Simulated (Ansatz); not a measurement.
**A geometry optimisation of AlAsH2Si with BLYP-D3(BJ)/def2-SVP**

The starting geometry of this gas-phase singlet was optimised with GFN2-xTB.

```tsv
atom	x (Å)	y (Å)	z (Å)
Al	-1.4815	-0.6660	-0.1336
As	0.6430	-0.5703	0.9711
Si	-0.4382	-2.4864	1.3168
H	-1.8688	-0.0536	-1.5273
H	-2.8614	-1.0870	0.5032
```

**Question.** Predict what becomes of its bonds when it is optimised with BLYP-D3(BJ)/def2-SVP.

**Answer.** A new bond forms, giving a structure with H5 bridging Si3 and Al1, given below by its coordinates. Distances that change by over a tenth: Al1–H5 (1.58 → 1.76 Å). Contacts that close: Si3–H5 (2.91 → 1.72 Å).

The energy falls by 0.58 eV over 17 steps:

```tsv
step	E − E(last) (eV)
1	0.582
3	0.248
5	0.200
6	0.199
8	0.198
10	0.174
12	0.080
13	0.004
15	0.000
17	0.000
```

Final geometry (Å):

```yaml
atoms:
  - { symbol: Al, position_ang: [-1.2481, -0.4529, -0.3634] }
  - { symbol: As, position_ang: [0.7447, -0.9477, 0.7104] }
  - { symbol: Si, position_ang: [-1.0404, -2.1816, 1.6096] }
  - { symbol: H, position_ang: [-2.1998, 0.2614, -1.4070] }
  - { symbol: H, position_ang: [-2.2632, -1.5426, 0.5806] }
```

Frequencies at the end are all real (lowest 304 cm⁻¹). Run with Ansatz 0.2.0, 20 s on 1 thread of Intel(R) Xeon(R) 6975P-C (Granite Rapids) (shared host).
